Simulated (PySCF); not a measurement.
Br2.
SMILES: `BrBr`

Method: PySCF 2.14.0, B3LYP/def2-TZVP geometry optimisation, gas phase.

Masses are those of the commonest isotopes; rigid-rotor values at the optimised geometry. 

(1) What are the moment of inertia and the rotational constant?

(2) List the first levels of a rigid rotor in a Σ state.

(3) Has it a pure rotational spectrum?

Answers

(1) I = 211.793 u·Å², B = 505379 MHz·u·Å²/I = 2386 MHz (0.0796 cm⁻¹, or 0.115 K as hB/k). For two atoms I = μr² with μ = 39.4592 u and r = 2.3168 Å.

(2) E(J) = BJ(J+1): J = 1: 0.159, J = 2: 0.478, J = 3: 0.955, J = 4: 1.592, J = 5: 2.388, J = 6: 3.343 cm⁻¹.

(3) Not by electric dipole: D∞h allows no dipole (computed 0.00 D). Rotational Raman lines (ΔJ = 2) lie at B(4J + 6), spaced by 4B = 0.318 cm⁻¹, with nuclear-spin weights that differ between even and odd J.

Whether it is a minimum is left open (no frequencies). Zero-point vibration and centrifugal distortion are left out.

Hardware: an Arm Neoverse V2 with one thread, shared host. Cost: 5.5 s wall, 0.49 GiB resident at most. That covers the optimisation of the geometry.
